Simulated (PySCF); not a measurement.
BiH2F, SMILES [BiH2][F]. Coordinates come from a B3LYP-D3(BJ)/def2-TZVP optimisation. The def2 effective core potentials stand for the cores of Bi; spin–orbit coupling is left out.

Method: B3LYP-D3(BJ)/def2-TZVP run with PySCF.

Harmonic wavenumbers (cm⁻¹): 538, 570, 592, 773, 1779, 1784. Rotational constants (GHz): 77.62, 6.658, 6.655; symmetry number 1.

Task: Work out the zero-point energy and the ideal-gas rigid-rotor harmonic-oscillator thermochemistry at 298.15 K and 1 atm.

Result: ZPE = ½ Σ hcν = ½ × 6036 cm⁻¹ = 36.10 kJ/mol. H − E(el) = 47.67 kJ/mol. Entropy in J/(mol K): translation 176.57, rotation 92.31, vibration 7.43, total 276.30. G − E(el) = -34.71 kJ/mol. Cp = 50.25 J/(mol K).
